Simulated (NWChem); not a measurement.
Molecule: SnAsH₅; SMILES [SnH3][AsH2]

Computed with NWChem. Medium grid unless said otherwise, to which SCAN and Minnesota functionals are sensitive. Coordinates come from a PBE0/def2-SVP optimisation. def2 effective core potentials on Sn; no spin-orbit coupling.

**Question.** Order these by “highest occupied level (eV)”, lowest first: SCAN/def2-SVP; CAM-B3LYP/def2-SVP; M06/def2-SVP; PBE/def2-SVP.

**Answer.** CAM-B3LYP/def2-SVP (-8.51), M06/def2-SVP (-7.18), SCAN/def2-SVP (-6.62), PBE/def2-SVP (-6.34)
